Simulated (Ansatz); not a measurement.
One change: `[NH2][GaH][AsH2]` becomes `[NH2][GaH][SiH3]`.

Ansatz, PBE0-D4/def2-TZVP geometries, multiplicity 1. Each molecule was computed in one conformer, which needn't be the lowest.

Scalar relativity is left out up to krypton.

```csv
property,`[NH2][GaH][AsH2]`
LUMO energy (PBE/def2-TZVPP) / eV,-1.48
HOMO energy (B3LYP/def2-TZVPP) / eV,-6.85
HOMO energy (PBE/def2-TZVPP) / eV,-5.96
HOMO–LUMO gap (ωB97M-V/def2-TZVPP) / eV,10.08
HOMO–LUMO gap (B3LYP/def2-TZVPP) / eV,5.89
size of the dipole moment (ωB97M-V/def2-TZVPP) / D,1.24
```

Problem. What does the change do to each property? (Best estimate.)

Solution. Computed: 
```json
{"property": "LUMO energy (PBE/def2-TZVPP) / eV", "`[NH2][GaH][SiH3]`": "-1.91", "shift": "-0.43"}
{"property": "HOMO energy (B3LYP/def2-TZVPP) / eV", "`[NH2][GaH][SiH3]`": "-7.24", "shift": "-0.39"}
{"property": "HOMO energy (PBE/def2-TZVPP) / eV", "`[NH2][GaH][SiH3]`": "-6.18", "shift": "-0.22"}
{"property": "HOMO–LUMO gap (ωB97M-V/def2-TZVPP) / eV", "`[NH2][GaH][SiH3]`": "10.23", "shift": "0.15"}
{"property": "HOMO–LUMO gap (B3LYP/def2-TZVPP) / eV", "`[NH2][GaH][SiH3]`": "5.86", "shift": "-0.03"}
{"property": "size of the dipole moment (ωB97M-V/def2-TZVPP) / D", "`[NH2][GaH][SiH3]`": "1.09", "shift": "-0.15"}
```

The zero-point energy changes by 23.3 kJ/mol with +3 modes. Dipoles are sizes alone; their direction can turn.

Positive LUMOs are unbound, so they and the gaps depend on the basis.

B3LYP here is the variant with VWN-RPA as its local correlation; programs differ in this.
